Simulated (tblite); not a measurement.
C7H8OSi.
SMILES with atom numbers: `[O:1]=[c:2]1[cH:3][cH:4][cH:5][c:6]([SiH3:7])[cH:8][cH:9]1` (hydrogens: H10 on C3; H11 on C4; H12 on C5; H13, H14, H15 on Si7; H16 on C8; H17 on C9)

The geometry is computed with GFN2-xTB (gas phase).

(1) List the bond lengths and angles at this level.

## Answers

(1) 
```json
{"bond": "O1=C2", "length (bohr)": "2.317", "order": "double"}
{"bond": "C2–C3", "length (bohr)": "2.756", "order": "aromatic"}
{"bond": "C3–C4", "length (bohr)": "2.553", "order": "aromatic"}
{"bond": "C4–C5", "length (bohr)": "2.684", "order": "aromatic"}
{"bond": "C5–C6", "length (bohr)": "2.574", "order": "aromatic"}
{"bond": "C6–Si7", "length (bohr)": "3.590", "order": "single"}
{"bond": "C6–C8", "length (bohr)": "2.698", "order": "aromatic"}
{"bond": "C8–C9", "length (bohr)": "2.551", "order": "aromatic"}
{"bond": "C2–C9", "length (bohr)": "2.759", "order": "aromatic"}
{"bond": "C3–H10", "length (bohr)": "2.049", "order": "single"}
{"bond": "C4–H11", "length (bohr)": "2.050", "order": "single"}
{"bond": "C5–H12", "length (bohr)": "2.048", "order": "single"}
{"bond": "Si7–H13, Si7–H14, Si7–H15", "length (bohr)": "2.765", "order": "single"}
{"bond": "C8–H16", "length (bohr)": "2.052", "order": "single"}
{"bond": "C9–H17", "length (bohr)": "2.050", "order": "single"}
```

Bonds in one row agree within 0.02 bohr and their mean is given. Orders are formal, as drawn. A selection of angles:
```json
{"angle": "O1–C2–C3", "degrees": "119.6"}
{"angle": "O1–C2–C9", "degrees": "119.4"}
{"angle": "C3–C2–C9", "degrees": "121.0"}
{"angle": "C2–C3–C4", "degrees": "130.8"}
{"angle": "C3–C4–C5", "degrees": "130.1"}
{"angle": "C4–C5–C6", "degrees": "129.8"}
{"angle": "C5–C6–Si7", "degrees": "119.7"}
{"angle": "C5–C6–C8", "degrees": "125.2"}
{"angle": "Si7–C6–C8", "degrees": "115.1"}
{"angle": "C6–C8–C9", "degrees": "131.1"}
{"angle": "C2–C9–C8", "degrees": "131.8"}
```

The 7-membered ring C2–C3–C4–C5–C6–C8–C9 has internal angles of 121.0° to 131.8° (sum 900°, against 900° for a flat polygon); it is almost planar, 0.02 Å rms from its mean plane, widest ring torsion 5°. Si7 (SiH3 silicon) is tetrahedral (angles from 107.9° to 110.9°). The 7 C–C bonds span 1.350 Å (C8–C9, drawn aromatic) to 1.460 Å (C2–C9, drawn aromatic), a spread of 0.110 Å.

Point group: near Cs, missed by 0.22 Å at most; the miss may be what the optimiser left on a soft mode. Its lowest GFN2-xTB frequency is 13 cm⁻¹, too small to tell a flat minimum from a shallow saddle.
